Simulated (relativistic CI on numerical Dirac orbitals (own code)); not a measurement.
Crystal-field levels of Co⁵⁺, 3d4

Calculated by Dirac-Coulomb-Breit CI, KLI orbitals optimised for each configuration, model QED, valence Slater integrals scaled by 0.75, one configuration in a parametric crystal field (own radial code).

Field parameters in Wybourne normalisation: Td as Oh with Dq negative (B⁴₀ = 21Dq, B⁴₄ = √(5/14) B⁴₀). The field is a parameter set, without covalency.

S is read from ⟨S²⟩ = S(S + 1).

Site symmetry Td; labels are those of the double group. Computed levels in cm⁻¹ above the lowest, in rising order:

```tsv
Δ (size of 10Dq)	Lowest	No. 2	No. 3	No. 4	No. 5	No. 6	No. 7	No. 8
2600	A1	128 T1	263 T2	650 E	747 T1	1075 T2	3235 A2	3288 T2
4700	A1	97 T1	188 T2	623 E	681 T1	1013 T2	5248 A2	5271 T2
6800	A1	83 T1	157 T2	610 E	655 T1	988 T2	7311 A2	7323 T2
8900	A1	76 T1	143 T2	606 E	646 T1	979 T2	9393 A2	9398 T2
11000	A1	74 T1	139 T2	608 E	645 T1	979 T2	11484 A2	11485 A1
13050	A1	76 T1	141 T2	616 E	652 T1	987 T2	10178 A1	12379 T1
15150	A1	83 T1	152 T2	631 E	668 T1	1005 T2	6780 A1	10472 T1
17250	A1	104 T1	182 T2	664 E	705 T1	1045 T2	3072 A1	8574 T1
19350	A1	1010 A1	1016 T1	1109 T2	1597 E	1646 T1	1988 T2	7580 T1
```

Ground-state S against |10Dq| in cm⁻¹: 2600: 2.00, 4700: 2.00, 6800: 2.00, 8900: 1.99, 11000: 1.99, 13050: 1.99, 15150: 1.99, 17250: 1.97, 19350: 0.40.

The spin changes between |10Dq| = 17250 and 19350 cm⁻¹.
